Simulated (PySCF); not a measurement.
**Pd⁺: ionisation energy**

Pd⁺ [Kr] 4d9 (2D) → Pd²⁺ [Kr] 4d8 (3F), as a difference of total energies. All numbers are calculated (PySCF 2.14, the spin-free X2C one-electron Hamiltonian (Gaussian nucleus), in x2c-TZVPPall with one added diffuse shell each of s, p, d, f type (9s7p7d3f1g, 95 functions)). Correlated levels: valence and next inner shell: [Ar] 3d10 frozen. The calculations carry no spin-orbit coupling.

Q: Order these methods by the ionisation energy they give, lowest first.
A. SCS-MP2 (valence and next inner shell)
B. CCSD (valence and next inner shell)
C. CCSD(T) (valence and next inner shell)
D. MP2 (valence and next inner shell)

A: B (19.123 eV), C (19.247 eV), A (19.339 eV), D (19.600 eV).

A first-order spin-orbit estimate (lowest level to lowest level, LS coupling) adds -0.117 eV.

Errors of the correlated levels include the incompleteness of this basis and the frozen core.

For comparison: 19.43 ± 0.12 eV (semi-empirical (NIST evaluation); NIST Atomic Spectra Database, ionization energies).
